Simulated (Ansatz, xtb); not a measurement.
## Two isomers of Cl2H4SiSn

We compare X, `Cl[SiH2][SnH2][Cl]`, a singlet, with Y, `[SiH3][SnH]([Cl])[Cl]`, a singlet. Both are isolated molecules in the gas phase, relaxed with r2SCAN-D4/def2-SVP; each stands in its lowest conformer found.

Which of the two would you expect CCSD(T)/def2-SVP + ΔMP2/def2-TZVPP electronic energies to favour?

Structure Y; the calculation gives E(Y) − E(X) = −1.80 kcal/mol.

The same difference at several levels:

```json
{"level": "GFN2-xTB", "geometry": "GFN2-xTB", "E(Y) − E(X) (kcal/mol)": "−4.86", "departure from the last row (kcal/mol)": "−3.06", "job, with rough time for the two": "optimisation, 0.54 s"}
{"level": "HF/STO-3G", "geometry": "GFN2-xTB", "E(Y) − E(X) (kcal/mol)": "−14.15", "departure from the last row (kcal/mol)": "−12.36", "job, with rough time for the two": "single point, 4.5 s"}
{"level": "r2SCAN-D4/def2-SVP//GFN2-xTB", "geometry": "GFN2-xTB", "E(Y) − E(X) (kcal/mol)": "−6.09", "departure from the last row (kcal/mol)": "−4.29", "job, with rough time for the two": "single point, 17 s"}
{"level": "r2SCAN-D4/def2-SVP", "geometry": "r2SCAN-D4/def2-SVP", "E(Y) − E(X) (kcal/mol)": "−3.91", "departure from the last row (kcal/mol)": "−2.11", "job, with rough time for the two": "optimisation, 1.9 min"}
{"level": "HF/def2-SVP", "geometry": "r2SCAN-D4/def2-SVP", "E(Y) − E(X) (kcal/mol)": "−4.10", "departure from the last row (kcal/mol)": "−2.30", "job, with rough time for the two": "part of the CCSD(T) run"}
{"level": "MP2/def2-SVP", "geometry": "r2SCAN-D4/def2-SVP", "E(Y) − E(X) (kcal/mol)": "−3.96", "departure from the last row (kcal/mol)": "−2.16", "job, with rough time for the two": "part of the CCSD(T) run"}
{"level": "CCSD(T)/def2-SVP", "geometry": "r2SCAN-D4/def2-SVP", "E(Y) − E(X) (kcal/mol)": "−4.04", "departure from the last row (kcal/mol)": "−2.24", "job, with rough time for the two": "single point"}
{"level": "CCSD(T)/def2-SVP + ΔMP2/def2-TZVPP", "geometry": "r2SCAN-D4/def2-SVP", "E(Y) − E(X) (kcal/mol)": "−1.80", "departure from the last row (kcal/mol)": "", "job, with rough time for the two": "single point, 1.8 min"}
```

As drawn, Y has 1 Cl–Sn, 1 Si–H in place of 1 Cl–Si, 1 Sn–H.

The levels shown agree on the order. The largest departure from CCSD(T)/def2-SVP + ΔMP2/def2-TZVPP is that of HF/STO-3G, 12.36 kcal/mol. The last row adds to CCSD(T) the change of the MP2 difference between the two basis sets, here +2.24 kcal/mol.

With harmonic frequencies from r2SCAN-D4/def2-SVP (ideal gas, rigid rotor, one conformer each, 400 K, 1 atm): on the last row, ΔE + ΔZPE = −1.70 kcal/mol. A mode under 50 cm⁻¹ makes harmonic enthalpies and free energies unreliable, so none is given.

The correlated steps freeze 19 core orbitals; the filled d shell of Sn is correlated, in a basis made for valence electrons. Atoms past krypton carry core potentials in the def2 sets, other sets are all-electron and non-relativistic, and no spin–orbit term is included. Programs: Ansatz 0.2.0, xtb 6.7.1; the last row on 1 thread of AMD EPYC (Zen 3) on a shared host.
